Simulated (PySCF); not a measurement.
IrH₂, doublet: molecular constants

Method: UPBE0 in PySCF with Ir def2-TZVP with ECP60, H def2-TZVP; scalar-relativistic core potentials, no spin–orbit coupling; density-fitted integrals.

The structure is a minimum.

Z-matrix (Å, degrees; charge 0 multiplicity 2):
```
Ir
H  1 1.5392
H  1 1.5392 2 89.77
```

| Item | Value |
| --- | --- |
| Point group | C2v |
| Bond lengths | Ir–H 1.539 Å (×2) |
| Bond angles | H–Ir–H 89.8° |
| Lowest empty level (β) | -2.76 eV |
| Spin squared ⟨S²⟩ | 0.753 |
| Heat capacity Cp at 298.15 K | 36.7 J/(mol K) |
| Atomisation energy without zero-point energy | 650 kJ/mol |
| Principal quadrupole moments (Buckingham, traceless) about the centre of mass | -0.24, 0.00, 0.24 D Å |
| Rotational constants | 7.105, 7.088, 3.548 cm⁻¹ |
| Dipole moment | 1.84 D |
| Rotational symmetry number | 2 |
| Enthalpy at 298.15 K above 0 K | 10.21 kJ/mol |
| Zero-point energy | 32.9 kJ/mol |
| Highest occupied level (β) | -6.46 eV |
| Principal polarisabilities | 33.9, 36.2, 37.5 bohr³ |
| Entropy at 298.15 K and 1 bar (electronic part: spin only) | 238.1 J/(mol K) |

Harmonic modes (masses in u: Ir 192.963, H 1.008):
```
symmetry  ω (cm⁻¹)  IR (km/mol)
      a1       701         12.3
      b2      2379         49.1
      a1      2418         11.9
```

In C2v the vibrations span 2a1 + b2. Here b1 is antisymmetric to the molecular plane and b2 lies in it.

Charges (e):
```
atom  Mulliken  Löwdin  polar tensor  spin (Mulliken)  Mayer order to Ir1
 Ir1     -0.03    0.05          0.32             1.06                   –
H2,3      0.01   -0.03         -0.16            -0.03                1.01
```

Mulliken populations on Ir1 (electrons outside its core potential): s 2.84, p 6.06, d 8.12, f 0.01.

Outer orbital energies (eV). α occupied: -10.21, -10.01, -7.30, -6.97, -6.93, -6.93; empty: -1.56, -1.51, -0.27, 3.03. β occupied: -10.07, -9.89, -6.70, -6.47, -6.46; empty: -2.76, -1.41, -1.29, 0.36.

Formally Ir is in oxidation state +2, d7, with 1 unpaired electron (the high-spin count would be 3). The Mulliken spin on Ir is 1.06. The polar-tensor charge on Ir, 0.32, is far below the formal one.

Other isomers or separated fragments may lie lower. With open d or f shells other occupations or spin states may lie lower. No spin–orbit coupling is included, which matters more the heavier the element.

The final relaxation and frequency run took 14 s on 2 threads of a shared Arm Neoverse N1 host, with 52 basis functions and 7 gradients; the process peaked at 0.57 GiB.
